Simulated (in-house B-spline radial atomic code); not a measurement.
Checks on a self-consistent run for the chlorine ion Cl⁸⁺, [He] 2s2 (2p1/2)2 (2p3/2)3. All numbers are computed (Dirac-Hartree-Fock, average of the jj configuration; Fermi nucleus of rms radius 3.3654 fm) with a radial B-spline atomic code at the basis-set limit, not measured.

```tsv
orbital	q	ε (Eh)	<1/r>	<r²>	small-component weight
1s1/2	2	-112.94825	16.7018	0.0110608	0.0036725
2s1/2	2	-17.22658	3.43817	0.215246	0.00061811
2p1/2	2	-14.93642	3.34927	0.182305	0.00059365
2p3/2	3	-14.90353	3.32748	0.183697	0.00059079
```

Electron-electron repulsion V_ee = 98.5181 hartree.

(1) What total energy follows from the eigenvalues?

(2) Does the Dirac virial theorem hold?

(3) What diamagnetic shielding (Lamb formula) and susceptibility (Langevin formula) do the radii give?

Answers

(1) The eigenvalues count the repulsion twice, so E = Σqε - V_ee = -334.933 - 98.518 = -433.451 hartree; the run printed -433.451.

(2) For a point nucleus E = -2c²Σq·w, with w the small-component weight. Here Σq·w = 0.011541 and c = 137.0360, so the ratio E/(-2c²Σq·w) is 1.000002.

(3) σ = (α²/3)Σq<1/r> = 56.9608/(3·137.036²) = 1011.1 ppm, and χ = -0.79199×10⁻⁶·Σq<r²> = -1.084×10⁻⁶ cm³/mol with Σq<r²> = 1.3683 bohr². Both are non-relativistic formulas without the paramagnetism of open shells.
